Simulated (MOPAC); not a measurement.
Input for MOPAC: PM7 on C2H6BF (SMILES CCBF).

```
PM7 1SCF PRECISE CHARGE=0 THREADS=1
C2H6BF

C     -1.18872026 1     0.21893082 1    -0.14332707 1
C      0.10727723 1    -0.56963804 1     0.06137533 1
B      1.43137613 1     0.24730170 1     0.12759986 1
F      1.41691720 1     1.57383977 1     0.00900399 1
H     -1.34520000 1     0.93749210 1     0.66289326 1
H     -2.05841574 1    -0.43924536 1    -0.17611203 1
H     -1.16370970 1     0.78431934 1    -1.07634091 1
H      0.23621134 1    -1.32370665 1    -0.72801943 1
H      0.05808660 1    -1.17343325 1     0.97865318 1
H      2.50617721 1    -0.25586042 1     0.28427381 1
```

The log:

```
*******************************************************************************
 **                                                                           **
 **                              MOPAC v23.2.5                                **
 **                                                                           **
 *******************************************************************************
 ** MOPAC's Digital Object Identifier: https://doi.org/10.5281/zenodo.6511958 **
 **                                                                           **
 ** Please cite the open-source release paper for use of this MOPAC version:  **
 ** J. E. Moussa and J. J. P. Stewart (2026)                                  **
 ** MOPAC: An open-source semiempirical molecular orbital program             **
 ** J. Open Source Softw., 11(119), 8025, https://doi.org/10.21105/joss.08025 **
 *******************************************************************************

                              PM7 CALCULATION RESULTS

 *******************************************************************************
 *  PM7        - The PM7 Hamiltonian to be used
 *
 *
 *
 *                 CHARGE ON SYSTEM = 0
 *
 *
 *
 *  PRECISE    - TIGHTER CRITERIA TO BE USED
 *  1SCF       - DO 1 SCF AND THEN STOP
 *  THREADS=1  - MULTI-THREADING NOT USED
 *  T=         - A TIME OF 172800.0 SECONDS REQUESTED
 *  DUMP=N     - RESTART FILE WRITTEN EVERY 7200.0 SECONDS REQUESTED
 *******************************************************************************
PM7 1SCF PRECISE CHARGE=0 THREADS=1
 C2H6BF

   ATOM   CHEMICAL          X               Y               Z
  NUMBER   SYMBOL      (ANGSTROMS)     (ANGSTROMS)     (ANGSTROMS)

     1       C         -1.18872026  *   0.21893082  *  -0.14332707  *
     2       C          0.10727723  *  -0.56963804  *   0.06137533  *
     3       B          1.43137613  *   0.24730170  *   0.12759986  *
     4       F          1.41691720  *   1.57383977  *   0.00900399  *
     5       H         -1.34520000  *   0.93749210  *   0.66289326  *
     6       H         -2.05841574  *  -0.43924536  *  -0.17611203  *
     7       H         -1.16370970  *   0.78431934  *  -1.07634091  *
     8       H          0.23621134  *  -1.32370665  *  -0.72801943  *
     9       H          0.05808660  *  -1.17343325  *   0.97865318  *
    10       H          2.50617721  *  -0.25586042  *   0.28427381  *



          CARTESIAN COORDINATES

    NO.       ATOM           X           Y           Z

     1         C         -1.1887      0.2189     -0.1433
     2         C          0.1073     -0.5696      0.0614
     3         B          1.4314      0.2473      0.1276
     4         F          1.4169      1.5738      0.0090
     5         H         -1.3452      0.9375      0.6629
     6         H         -2.0584     -0.4392     -0.1761
     7         H         -1.1637      0.7843     -1.0763
     8         H          0.2362     -1.3237     -0.7280
     9         H          0.0581     -1.1734      0.9787
    10         H          2.5062     -0.2559      0.2843

 General Reference for PM7:
 "Optimization of Parameters for Semiempirical Methods VI: More Modifications to the
 NDDO Approximations and Re-optimization of Parameters", J. J. P. Stewart, J. Mol. Mod., 1:32, 19 (2013)
 https://link.springer.com/article/10.1007/s00894-012-1667-x

           Empirical Formula: C2 H6 B F  =    10 atoms



      MOLECULAR POINT GROUP   :   Cs


      RHF CALCULATION, NO. OF DOUBLY OCCUPIED LEVELS = 12


 -------------------------------------------------------------------------------
 PM7 1SCF PRECISE CHARGE=0 THREADS=1
 C2H6BF



     1SCF WAS SPECIFIED, SO BFGS WAS NOT USED
     SCF FIELD WAS ACHIEVED


                              PM7 CALCULATION
                                                       MOPAC v23.2.5 Linux




          FINAL HEAT OF FORMATION =        -93.62170 KCAL/MOL =    -391.71321 KJ/MOL


          COSMO AREA              =        103.30 SQUARE ANGSTROMS
          COSMO VOLUME            =         87.58 CUBIC ANGSTROMS

          IONIZATION POTENTIAL    =         10.964882 EV
          HOMO LUMO ENERGIES (EV) =        -10.965 -0.279
          NO. OF FILLED LEVELS    =         12
          MOLECULAR WEIGHT        =         59.8778         POINT GROUP:  Cs

          MOLECULAR DIMENSIONS (Angstroms)

            Atom       Atom       Distance
            H    10    H     6     4.59142
            F     4    H     9     2.91124
            H     8    H     5     2.30422


          SCF CALCULATIONS        =          1





   ATOM   CHEMICAL          X               Y               Z
  NUMBER   SYMBOL      (ANGSTROMS)     (ANGSTROMS)     (ANGSTROMS)

     1       C         -1.18872026  *   0.21893082  *  -0.14332707  *
     2       C          0.10727723  *  -0.56963804  *   0.06137533  *
     3       B          1.43137613  *   0.24730170  *   0.12759986  *
     4       F          1.41691720  *   1.57383977  *   0.00900399  *
     5       H         -1.34520000  *   0.93749210  *   0.66289326  *
     6       H         -2.05841574  *  -0.43924536  *  -0.17611203  *
     7       H         -1.16370970  *   0.78431934  *  -1.07634091  *
     8       H          0.23621134  *  -1.32370665  *  -0.72801943  *
     9       H          0.05808660  *  -1.17343325  *   0.97865318  *
    10       H          2.50617721  *  -0.25586042  *   0.28427381  *

                             CARTESIAN COORDINATES

   1    C       -1.188720260     0.218930820    -0.143327070
   2    C        0.107277230    -0.569638040     0.061375330
   3    B        1.431376130     0.247301700     0.127599860
   4    F        1.416917200     1.573839770     0.009003990
   5    H       -1.345200000     0.937492100     0.662893260
   6    H       -2.058415740    -0.439245360    -0.176112030
   7    H       -1.163709700     0.784319340    -1.076340910
   8    H        0.236211340    -1.323706650    -0.728019430
   9    H        0.058086600    -1.173433250     0.978653180
  10    H        2.506177210    -0.255860420     0.284273810


           Empirical Formula: C2 H6 B F  =    10 atoms



      MOLECULAR POINT GROUP   :   Cs


                  EIGENVALUES
 -39.70085 -27.02235 -21.48612 -16.64638 -16.16694 -15.54800 -14.75590 -14.24043
 -13.89099 -12.16600 -12.02661 -10.96488  -0.27882   2.73518   3.29408   4.50943
   5.14342   5.39828   5.92720   6.06321   6.55854   7.10749


              NET ATOMIC CHARGES AND DIPOLE CONTRIBUTIONS

  ATOM NO.   TYPE          CHARGE      No. of ELECS.   s-Pop       p-Pop
    1          C          -0.411615        4.4116     1.04590     3.36571
    2          C          -0.407767        4.4078     1.05323     3.35454
    3          B           0.339662        2.6603     0.80296     1.85738
    4          F          -0.307809        7.3078     1.94503     5.36277
    5          H           0.144485        0.8555     0.85551
    6          H           0.135891        0.8641     0.86411
    7          H           0.144488        0.8555     0.85551
    8          H           0.154880        0.8451     0.84512
    9          H           0.154875        0.8451     0.84512
   10          H           0.052910        0.9471     0.94709
 DIPOLE           X         Y         Z       TOTAL
 POINT-CHG.     0.152    -2.255     0.215     2.270
 HYBRID        -0.417     0.481    -0.086     0.643
 SUM           -0.266    -1.774     0.129     1.798


          ATOMIC ORBITAL ELECTRON POPULATIONS

     Atom    s        px        py        pz
    1  C   1.04590   1.05647   1.13220   1.17704
    2  C   1.05323   1.07166   1.13081   1.15207
    3  B   0.80296   1.00829   0.65803   0.19106
    4  F   1.94503   1.98041   1.50295   1.87941
    5  H   0.85551
    6  H   0.86411
    7  H   0.85551
    8  H   0.84512
    9  H   0.84512
   10  H   0.94709

 **********************
 *                    *
 * JOB ENDED NORMALLY *
 *                    *
 **********************




 == MOPAC DONE ==
```

The run finished.

Cost: around 0.010 core-seconds (rough).
